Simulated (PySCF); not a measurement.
A structure optimised at B3LYP-D3(BJ)/def2-SVP, used in a PySCF frequency run:

```
Al
F 1 1.6737
N 1 1.7726 2 115.26
H 3 1.0175 1 118.88 2 0.00
C 3 1.4518 4 112.08 1 180.00
H 5 1.1021 3 110.28 4 180.00
H 5 1.1069 6 106.73 3 122.85
H 5 1.1069 6 106.73 7 114.30
C 1 1.9432 2 120.21 3 180.00
H 9 1.1018 1 112.59 2 180.00
H 9 1.1032 10 107.79 1 -122.55
H 9 1.1032 10 107.79 11 -114.90
```

Task: Write its SMILES, formula and point group.

Result: C[NH][Al]([CH3])[F], C₂H₇AlFN, Cs

Task: What are its rotational constants (standard atomic weights)?

Result: 5.2014, 2.5951, 1.7699 GHz
